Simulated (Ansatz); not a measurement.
A nudged elastic band was laid between two geometries of C$_{2}$H$_{6}$BO (10 atoms, charge 1, multiplicity 1).

Method: Ansatz, RKS PBE0-D4/def2-SVPD.

```json
{
 "movable images": "7",
 "climbing image": "yes",
 "spring": "5.0 eV/Å²",
 "optimiser": "quadratic models (default)",
 "start path": "IDPP",
 "force threshold": "0.03 eV/Å",
 "iteration limit": "60",
 "end points": "relaxed"
}
```

Image 0:

```xyz
10
Properties=species:S:1:pos:R:3
C -1.255 0.641 -0.436
C 0.166 0.518 -0.256
B 0.927 -0.660 0.333
O 1.346 -1.038 1.512
H -1.867 -0.200 -0.093
H -1.414 1.488 0.291
H -1.572 1.068 -1.400
H 0.788 1.269 -0.773
H 1.049 -1.218 -0.776
H 1.834 -1.868 1.598
```

Image 8:

```xyz
10
Properties=species:S:1:pos:R:3
C -0.873 0.980 0.644
C 0.225 0.685 -0.157
B 0.935 -0.745 -0.198
O 0.156 -1.757 -0.559
H -1.285 0.225 1.322
H -1.280 1.996 0.700
H -1.124 0.543 -0.500
H 0.600 1.505 -0.787
H 2.093 -0.795 0.123
H 0.553 -2.636 -0.588
```

**Question.** What changes between the two ends?

**Answer.** No bond is made or broken. The dihedral C1–C2–B3–H9 goes from 89 to -119°.

**Question.** What energy profile does the band end with?

**Answer.** The forces met the threshold. The highest image is number 5 of 0 to 8, 1.5 kcal/mol above the first end and 3.0 kcal/mol above the last; the last end lies 1.5 kcal/mol below the first. A vibrational analysis at the climbing image gives one clearly imaginary mode, 87i cm⁻¹: a first-order saddle point. Limits of this set-up: the dipole of an ion depends on the origin.

```csv
image,path coordinate (Å),energy (kcal/mol),dihedral C1–C2–B3–H9 (°)
0,0.00,0.0,89
1,0.55,0.6,86
2,1.10,0.8,85
3,1.65,0.8,96
4,2.19,1.3,117
5,2.74,1.5,139
6,3.65,0.8,175
7,4.55,-0.7,-149
8,5.45,-1.5,-119
```

**Question.** What is the geometry of the highest image?

**Answer.** 
```xyz
10
Properties=species:S:1:pos:R:3
C -1.042 0.916 0.368
C 0.234 0.684 -0.119
B 0.874 -0.797 -0.294
O 0.589 -1.600 0.722
H -1.678 0.074 0.666
H -1.425 1.933 0.515
H -0.859 0.784 -0.901
H 0.826 1.569 -0.393
H 1.521 -1.074 -1.265
H 0.961 -2.490 0.700
```

**Question.** What are the harmonic wavenumbers there?

**Answer.** 87i, 227, 389, 567, 628, 714, 790, 910, 954, 1014, 1056, 1109, 1159, 1214, 1305, 1418, 1464, 1568, 2205, 2690, 3126, 3149, 3245, 3860 cm⁻¹.

The run took 12 min on 2 threads of Arm Neoverse V1, on a shared host, peak memory 0.28 GiB.
